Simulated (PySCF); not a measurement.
Ionisation energy of Tc(17+) by level of theory

Tc(17+) [Ar] 3d8 [3d3/2^4 3d5/2^4, M_J = 4] → Tc(18+) [Ar] 3d7 [3d3/2^4 3d5/2^3, M_J = 9/2], as a difference of total energies. Computed with PySCF 2.14 in an even-tempered Gaussian basis (17 s from 1.7 bohr⁻², ratio 2.8; 12 p from 2.2 bohr⁻², ratio 2.8; 8 d from 2.2 bohr⁻², ratio 2.8; 4 f from 10 bohr⁻², ratio 3), with the two-component X2C-1e Hamiltonian. Correlated levels: [Ne] frozen; the 76 highest virtual spinors dropped. "Screened" scales the spin-orbit matrix elements by Boettger's factors to mimic the two-electron term; Breit and QED terms are absent.

Q: Order these methods by the ionisation energy they give, lowest first.
A. GMP2 (screened spin-orbit)
B. GMP2 (spin-free)
C. GHF (spin-free)
D. GHF (screened spin-orbit)

A: D (713.75 eV), C (714.45 eV), A (715.08 eV), B (715.80 eV).

Breit and QED terms and the two-electron picture change are absent.

The spin-free rows relax to the high-spin LS determinant and lack the spin-orbit shift.

The labels give the starting determinants; with spin-orbit coupling the two ends relaxed to ⟨J²⟩ = 20.00, ⟨L²⟩ = 12.18, ⟨S²⟩ = 1.96 and ⟨J²⟩ = 24.75, ⟨L²⟩ = 12.75, ⟨S²⟩ = 3.49.

For comparison: 713 ± 3 eV (theoretical estimate listed by NIST; NIST Atomic Spectra Database, ionization energies).
